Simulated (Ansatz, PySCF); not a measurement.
IrO4, charge +1, multiplicity 1. Atoms are numbered in the order given.

```xyz
5

Ir     0.0000     0.0000     0.0000
O     -0.9706     0.9706    -0.9706
O      0.9706     0.9706     0.9706
O      0.9706    -0.9706    -0.9706
O     -0.9706    -0.9706     0.9706
```
Charge +1, spin multiplicity 1.

Coordinates come from a PBE0-D3(BJ)/def2-SVP optimisation. The spin state was assumed, not searched. The def2 effective core potentials stand for the cores of Ir; spin–orbit coupling is left out.

Vertical ionisation energy (IE) and electron affinity (EA) in eV. Rows of orbital energies are one-electron estimates. Where ΔSCF, EOM or ADC give a negative EA the extra electron is unbound and the value depends on the basis.

| level | IE | EA |
|---|---|---|
| −ε(HOMO), −ε(LUMO), ωB97X/def2-TZVP (PySCF) | 20.05 | 10.49 |
| −ε(HOMO), −ε(LUMO), PBE/def2-TZVP (PySCF) | 16.19 | 12.87 |
| ΔSCF, PBE/def2-SVPD (Ansatz), final states of multiplicity 2 and 2 | (withheld) | (withheld) |

Task: What belongs in the gaps? (An estimate is asked for; the answer gives what the named calculation found.)

Result: 
- ΔSCF, PBE/def2-SVPD (Ansatz, an electronic-structure program), final states of multiplicity 2 and 2, IE: 19.88
- ΔSCF, PBE/def2-SVPD (Ansatz), final states of multiplicity 2 and 2, EA: 9.45

Task: What vertical singlet–triplet gap does ΔSCF give with CAM-B3LYP/def2-SVPD (Ansatz) and with PBE/def2-SVPD (Ansatz)? (Estimate from the structure and the level; the computed values follow.)

Result: 1.99 and 2.78 eV (triplet above singlet where positive).
